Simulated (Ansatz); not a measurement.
Reaction (substitution at a C–Br bond): `BrC(I)I` + HI → `IC(I)I` + HBr

Isolated molecules relaxed with PBE0-D4/def2-TZVP in Ansatz; ΔE leaves out vibrations. CBS: MP2 limit from def2 TZ/QZ plus the TZ coupled-cluster correction, frozen cores. Functionals use def2-TZVPP. Elements past krypton have def2 core potentials. For Br, I outer-core shells are correlated without core-valence functions, which leaves a few kJ/mol of doubt a bond. Scalar relativity is left out up to krypton.

Q: Is it downhill or uphill in electronic energy at CCSD(T)/CBS, and by how much? (Best estimate.)

A: Computed: Downhill: ΔE = -3.9 kcal/mol.

Q: What do these levels give: BLYP-D4, r2SCANh-D4, revPBE, HF/def2-TZVPP, MP2/def2-TZVPP, CCSD/CBS(def2)? (Best estimate.)

A: Ansatz gave: BLYP-D4 -2.4, r2SCANh-D4 -2.0, revPBE -1.8, HF/def2-TZVPP -1.2, MP2/def2-TZVPP -3.8, CCSD/CBS(def2) -3.6 kcal/mol.

Q: What do rigid-rotor, harmonic-oscillator terms from PBE0-D4/def2-TZVP frequencies (298.15 K, 1 bar) make of the CCSD(T)/CBS value? (Estimate.)

A: Computed: ΔZPE = +0.2 kcal/mol, ΔH = -3.7 kcal/mol, ΔS = -9 J/(mol·K), ΔG = -3.0 kcal/mol.

Largest T1 diagnostic among the species: 0.009.

In def2-TZVPP, CCSD(T) changes the Hartree–Fock value by −1.3 kcal/mol (the triples alone add −0.3 kcal/mol) and MP2 by −2.6 kcal/mol. The D4 term adds −0.8 kcal/mol with B3LYP and −0.4 kcal/mol with PBE0; it sums over pairs of atoms, weighted by their polarisabilities, and B3LYP, whose exchange is more repulsive, gets the larger term.

B3LYP here is the variant with VWN-RPA as its local correlation; programs differ in this.
